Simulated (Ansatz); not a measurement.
A search over several starts for the lowest SCF solution of the cluster Si₂O₂⁻ at the given spin, in a small basis.

```yaml
crystal:
  periodic: [false, false, false]
  atoms:
    - {symbol: Si, position_ang: [0.343061, -0.406592, -1.097239]}
    - {symbol: Si, position_ang: [-0.343082, 0.406593, 1.097231]}
    - {symbol: O, position_ang: [-0.145989, 1.111528, -0.457539]}
    - {symbol: O, position_ang: [0.146009, -1.111519, 0.457538]}
basis:
  gaussian: {orbitals: def2-SVP, initial_orbitals: start.molden}
total_charge: -1
magnetization: {spin_polarized: true, initial_magnetization: 3}
hamiltonian: {xc: pbe0, dispersion: d4}
output: {orbitals: {seedname: orbitals}}
```

The file start.molden holds the orbitals of an earlier run on this structure, at another level or in another basis.

```sh
$ ansatz run in.yaml --threads 4 --pin off --events-out ev --progress --plain --max-ram 3916MiB
```

Output, abridged:

```
Functional definition: PBE0
584 factors; integrals over basis functions are off by at most 7.5e-4 eV
mean field evaluation 1: about -19829.1163 eV, gradient 7.0e0 eV
mean field evaluation 2: about -19829.4415 eV, gradient 2.7e-1 eV
mean field evaluation 4: about -19829.4674 eV, gradient 1.0e-3 eV
mean field evaluation 8: about -19828.7845 eV, gradient 1.2e1 eV
mean field evaluation 16: about -19829.4674 eV, gradient 3.1e-2 eV
mean field -19829.46743026 eV, -728.7194871663 hartree, gradient 1.1e-5 eV, S^2 3.756259; 1 other end points of the search recorded, 0 dependent functions left out
reference -19829.46745273 eV, -728.7194879921 hartree; 24, 21 occupied and 40, 43 virtual orbitals, 584 factors
Total energy: -19829.58903321 eV, -728.7239559923 hartree
```

It took 1.1 s on 4 threads of Arm Neoverse V1 on a shared host.

The highest occupied level of the charge -1 quartet lies above zero (up to 2.01 eV). The electron is either unbound and held by the finite basis, or the level is raised by self-interaction error. At PBE0-D4/def2-TZVPD a doublet of charge -1 lies 2.62 eV below the quartet, each at its own geometry. The structure comes from a short search, and lower isomers may exist.
